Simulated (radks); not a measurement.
Problem. Neutral niobium: order these configurations by energy. Calculated with a radial shooting solver on a logarithmic mesh with Libxc functionals: non-relativistic Kohn-Sham, PBE, spin-polarised, spherical densities, point nucleus. Open shells are filled with parallel spins first. [Kr] 4d3 5s1 5p1; [Kr] 4d3 5s2; [Kr] 4d4 5p1; [Kr] 4d4 5s1; [Kr] 4d5.

Solution. From the lowest, in eV above it: [Kr] 4d4 5s1 0.000; [Kr] 4d5 0.648; [Kr] 4d3 5s2 1.672; [Kr] 4d4 5p1 2.912; [Kr] 4d3 5s1 5p1 3.478.
